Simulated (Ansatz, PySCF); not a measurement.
Caution: the highest occupied level lies above zero, so the state may not be bound. This triplet is an excited state, 1.86 eV above the relaxed singlet at the level frozen-core CCSD(T)/aug-cc-pVDZ // PBE0-D3(BJ)/def2-TZVPD (Ansatz, a program for electronic structure).

```xyz
5

N     -0.8817     0.1549    -0.0470
Al     0.7975     0.8822    -0.1849
Cl     2.5700    -0.4530     0.1373
H     -1.2544    -0.1130     0.8517
H     -1.2314    -0.4711    -0.7570
```

Charge -1, multiplicity 3.

Problem. Give the Mulliken and meta-Löwdin atomic charges from PySCF with PBE-D3(BJ)/def2-TZVPD // PBE0-D3(BJ)/def2-TZVPD.

Solution. 
```tsv
atom	Mulliken (e)	meta-Löwdin (e)
N1	-0.30	-0.74
Al2	-0.56	-0.15
Cl3	-0.46	-0.49
H4	0.16	0.19
H5	0.16	0.19
```
